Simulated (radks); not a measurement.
Values are calculated unless marked as measured or tabulated.
Problem. Er12+, configuration [Kr] 4d9 4f7 5s2 5p2 (not the ground configuration). Level of theory: scalar-relativistic Kohn-Sham, BLYP, spin-polarised, spherical densities, finite nucleus; open shells are filled with parallel spins first (spin-orbit coupling, left out, can overturn this in heavy ions); Fermi nuclear charge, rms radius 5.2516 fm (a radial shooting solver on a logarithmic mesh with Libxc functionals). Some entries of the table are withheld. Estimate them.

orbital  occ.  eigenvalue (eV)  <1/r> (bohr^-1)
1s up       1        -57634.64            77.54
1s down     1        -57634.35            77.54
2s up       1        -9905.901            18.05
2s down     1        -9904.973            18.05
2p up       3        -8793.712            16.67
2p down     3        -8792.860            16.67
3s up       1        -2428.729            6.655
3s down     1        -2423.931            6.664
3p up       3        -2090.344            6.218
3p down     3        -2085.494            6.228
3d up       5        -1666.218            5.894
3d down     5        -1662.178            5.903
4s up       1        -687.1065            2.858
4s down     1        -676.6251            2.852
4p up       3        -573.6827            2.632
4p down     3        -563.4606            2.625
4d up       5        -421.5857            2.364
4d down     4        -411.5764            2.356
5s up       1              (1)            1.294
5s down     1              (2)            1.281
4f up       7        -251.7932            1.998
4f down     0        -241.8738            1.986
5p up       2        -224.6314              (3)
5p down     0        -218.4627              (4)

Solution. 
(1) 5s up eigenvalue (eV): -261.0337
(2) 5s down eigenvalue (eV): -254.2518
(3) 5p up <1/r> (bohr^-1): 1.179
(4) 5p down <1/r> (bohr^-1): 1.162
